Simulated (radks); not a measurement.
Neutral chlorine, 17 electrons, occupied as [Ne] 3p5 4f2 (not the ground configuration). Calculated with a radial shooting solver on a logarithmic mesh with Libxc functionals: scalar-relativistic Kohn-Sham, revPBE, spin-polarised, spherical densities, point nucleus; open shells are filled with parallel spins first.

Normalised radial functions P(r) = r R(r), r in bohr:

r,3p up,4f up
0.01112,0.0059,0.0000
0.01496,0.0103,0.0000
0.02011,0.0178,0.0000
0.02703,0.0302,0.0000
0.03635,0.0503,0.0000
0.04887,0.0817,0.0000
0.0657,0.1284,0.0000
0.08833,0.1928,0.0000
0.1188,0.2724,0.0000
0.1584,0.3525,0.0000
0.213,0.4102,0.0001
0.2863,0.3996,0.0001
0.3849,0.2745,0.0004
0.5175,0.0155,0.0009
0.6958,-0.3366,0.0021
0.9355,-0.6734,0.0049
1.258,-0.8540,0.0107
1.691,-0.7805,0.0219
2.274,-0.5127,0.0418
3.057,-0.2336,0.0763
4.11,-0.0676,0.1304
5.481,-0.0121,0.2203
7.369,-0.0010,0.3168
9.908,0.0000,0.3542
13.32,0.0000,0.2464
17.91,0.0000,0.1060
24.08,0.0000,0.0310
32.37,0.0000,0.0047

3p up: eigenvalue -27.340 eV, 1 radial node at r = 0.525 bohr, <r> = 1.58 bohr, 90 % of the charge inside 2.40 bohr. 4f up: eigenvalue -0.699 eV, 0 radial nodes, <r> = 10.2 bohr, 90 % of the charge inside 14.7 bohr.
